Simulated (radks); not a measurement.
Successive ionisation energies (eV) of one element, from differences of total energies of ions in their ground configurations, starting at charge 21: 585.33, 628.84, 673.35, 718.84, 765.26, 1009.6, 1055.7, 1102.1, 1148.9, 1195.9, 1260.5, 1309.9. Calculated with a radial shooting solver on a logarithmic mesh with Libxc functionals: scalar-relativistic Kohn-Sham, SCAN, spin-polarised, spherical densities, finite nucleus; open shells are filled with parallel spins first (spin-orbit coupling, left out, can overturn this in heavy ions); meta-GGA in the generalised Kohn-Sham scheme; Fermi nuclear charge, rms radius 5.347 fm. Which element is it?

Answer. Hafnium (Z = 72). The first species listed is Hf21+ in [Kr] 4d10 4f5, the last Hf32+ in [Kr] 4d4.
